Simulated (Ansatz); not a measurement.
The cluster Ta2B2. Charge 0, multiplicity 1. Geometry relaxed at PBE0-D4/def2-TZVP.

```
atom   x (Å)   y (Å)   z (Å)
 Ta1   0.365  -0.946  -0.962
 Ta2   0.824   0.794   0.803
  B3  -0.591  -0.676   0.820
  B4  -0.598   0.827  -0.660
```

In the def2 sets Ta takes a core potential; there is no spin–orbit coupling. The relaxation made no stability test and no search for a lower SCF solution. The structure comes from a short search, and lower isomers may exist.

(1) Estimate the harmonic wavenumbers at RKS PBE0-D4/def2-TZVP (Ansatz, unscaled). Is this a minimum?

Results:

(1) 213, 256, 616, 639, 704, 761 cm⁻¹. Yes, no mode is imaginary beyond noise. Zero-point energy 19.1 kJ/mol. It took 25 s on 4 threads of Arm Neoverse V2 on a shared host.
